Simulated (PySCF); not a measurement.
Consider `C=C(C)Br` (C3H5Br). Coordinates in Å; atoms count from 1 in this order:
```
C     1.2872   -0.4923    0.3369
C     0.3192    0.1914   -0.2710
C    -1.1377    0.1343    0.0360
Br    0.7633    1.3852   -1.6860
H     2.3363   -0.3949    0.0535
H     1.0308   -1.1782    1.1496
H    -1.5158    1.1271    0.3263
H    -1.3275   -0.5720    0.8572
H    -1.7117   -0.1856   -0.8478
```

Energies: ωB97X-D3(BJ)/ma-def2-TZVP (PySCF, density fitting, integration grid level 2) on PBE0-D3(BJ)/def2-SVP structures. ωB97X-D3(BJ) is ωB97X-V with D3(BJ) in place of VV10. Zero-point and thermal terms (298.15 K, 1 bar) come from unscaled PBE0-D3(BJ)/def2-SVP harmonic frequencies, with soft modes damped to free rotors in the entropy.

(1) What are the vertical and the adiabatic ionisation energy for forming the radical cation?

(2) Where does the unpaired spin of the relaxed radical cation sit?

(3) What oxidation potential follows in acetonitrile (IEF-PCM), given that Fc+/Fc comes at 4.54 V absolute with this functional and basis?

(4) How far is −ε(HOMO) from the vertical value by ΔSCF?

Results:

(1) 9.53 eV vertical and 9.28 eV adiabatic, the latter with zero-point energy.

(2) C1 (alkene carbon) 0.59, Br4 (bromine) 0.28, C2 (alkene carbon) 0.12 (intrinsic atomic orbital populations).

(3) In the gas phase ΔG of oxidation is 9.243 eV, and solvation is -10.2 kJ/mol for the parent and -240.2 kJ/mol for the product, so the absolute potential is 6.86 V, or 2.32 V against Fc+/Fc. Fc+/Fc in acetonitrile, 4.54 V, is ωB97X-D3(BJ)/ma-def2-TZVP on PBE0-D3(BJ)/def2-SVP structures with GFN2-xTB thermal terms. Benchmark calculations put it near 5.0 V in acetonitrile and DMSO, so it is about 0.5 V low, and the value against it can read up to that much too high. The solvent is electrostatics only, on gas-phase structures; the absolute scale refers to an electron at rest in vacuum.

(4) −ε(HOMO) = 9.59 eV, which is 0.05 eV above the ΔSCF value.

Note: spin-orbit coupling is left out of the energies, which matters for open shells on the heavier atoms; atoms from Ga to Kr are treated without relativity.

Differences come from unrounded values, so a last digit can differ from that of the printed terms.
